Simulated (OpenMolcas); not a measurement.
4f ions of charge +3 along the row

| Property | Result |
| --- | --- |
| Program | OpenMolcas 26.06 |
| Method | CASSCF |
| Basis | ANO-R3 |
| Scalar Hamiltonian | X2C, finite nucleus |
| Spin-orbit coupling | state interaction with AMFI integrals over the reference wave functions, term energies averaged over their components |

Active space: the 4f shell.

ζ = ±2S·A comes from the whole width of the ground multiplet by E(J) = (A/2) J(J+1), where its levels are at least 85 % pure. Energies in cm-1.

| Ion | Configuration | Lowest level | Weight (%) | g | g, pure LS | Next level | E | E measured | ζ | ζ measured |
| --- | --- | --- | --- | --- | --- | --- | --- | --- | --- | --- |
| Pr3+ | 4f² | ³H₄ | 97 | 0.805 | 0.800 | ³H₅ | 2288 | 2152 | 863 | 798 |
| Sm3+ | 4f⁵ | ⁶H°_5/2 | 97 | 0.292 | 0.284 | ⁶H°_7/2 | 1075 |  | 1252 |  |
| Eu3+ | 4f⁶ | ⁷F₀ | 96 |  |  | ⁷F₁ | 378 |  | 1504 |  |
| Dy3+ | 4f⁹ | ⁶H°_15/2 | 96 | 1.328 | 1.334 | ⁶H°_13/2 | 3610 |  | 2229 |  |

Measured columns use the levels in Martin, Zalubas and Hagan, Atomic Energy Levels: The Rare-Earth Elements, NSRDS-NBS 60 (1978) (Pr3+).

The computed ζ goes from 863 (Pr3+) to 2229 cm-1 (Dy3+), a factor of 2.58, rising at every step.

Without dynamic correlation excited terms often stand tens of per cent too high (terms of higher spin than the ground term too low), and those without a measured partner can miss by more than the paired ones. Some high roots are left out of the spin-orbit mixing, which shifts the levels that they would mix with (holds for Pr3+). Terms from blocks run as CI alone lack orbitals of their own (holds for Pr3+; Sm3+; Eu3+). High states are left out of the spin-orbit mixing, which shifts the levels that they would mix with (holds for Sm3+; Eu3+; Dy3+). Computed and measured levels are paired by configuration, term and J; levels that our copy of the source lacks, or whose pairing is in doubt (as where it misses far off the trend of its configuration), stay unpaired and out of the deviations. Levels of configurations outside the active space are missing.

° marks odd parity.
